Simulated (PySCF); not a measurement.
PySCF job for B(OH)(NH2)(NMe2) (C₂H₉BN₂O), SMILES CN(C)B(N)O, C-PCM-ωB97X/def2-SVP. Geometry optimised at ωB97X-D3(BJ)/def2-SVP. Other conformers were not sampled.

```python
import numpy as np
from pyscf import gto, scf, dft
from pyscf.solvent import pcm

mol = gto.M(
    atom='''
    B    -0.43412467   -0.11136731   -0.65223739
    O    -0.58567473   -1.35294976   -1.25191855
    H    -0.34666533   -2.07845294   -0.66969077
    N    -1.09629946    0.98361389   -1.28138938
    H    -1.63968430    0.82282627   -2.11881253
    H    -0.85030318    1.95091212   -1.13145730
    N     0.33227931    0.05685288    0.55347986
    C     1.28005484   -0.92049317    1.03438021
    C     0.30500285    1.27752551    1.32525616
    H     2.29479504   -0.48753797    1.13021610
    H     1.00228344   -1.32442309    2.02818460
    H     1.36350909   -1.76440021    0.33329113
    H     0.21289553    1.05871256    2.40578080
    H     1.22103731    1.88863375    1.19283757
    H    -0.56405163    1.88870275    1.04373421
    ''',
    basis='def2-SVP',
    charge=0,
    spin=0,
    max_memory=1600,
    verbose=3,
)
mf = dft.RKS(mol, xc='wb97x').density_fit(auxbasis='def2-universal-jkfit')
mf.grids.level = 3
mf.conv_tol = 1e-9
mf.max_cycle = 100
mf.kernel()
res = {}
for name, eps in {'water': 78.355, 'acetone': 20.493, 'benzene': 2.2706}.items():
    s = mf.PCM()
    s.with_solvent.method, s.with_solvent.eps, s.with_solvent.lebedev_order = 'C-PCM', eps, 29
    s.kernel(mf.make_rdm1())
    res[name] = (s.e_tot, eps, s.dip_moment(), s.mo_energy, s.converged)
    print(f'{name}: electrostatic solvation free energy {(s.e_tot - mf.e_tot) * 627.509474:.3f} kcal/mol')
```

Program output:

```
converged SCF energy = -291.044114681891

WARN: PCM is an experimental feature. It is still in testing.
Features and APIs may be changed in the future.

converged SCF energy = -291.053997527486
Dipole moment(X, Y, Z, Debye):  0.90534,  0.60929,  1.31231
water: electrostatic solvation free energy -6.202 kcal/mol

WARN: PCM is an experimental feature. It is still in testing.
Features and APIs may be changed in the future.

converged SCF energy = -291.053602977025
Dipole moment(X, Y, Z, Debye):  0.89632,  0.60672,  1.30132
acetone: electrostatic solvation free energy -5.954 kcal/mol

WARN: PCM is an experimental feature. It is still in testing.
Features and APIs may be changed in the future.

converged SCF energy = -291.049491384355
Dipole moment(X, Y, Z, Debye):  0.80762,  0.58075,  1.19238
benzene: electrostatic solvation free energy -3.374 kcal/mol
```

The calculation finished and met its thresholds.
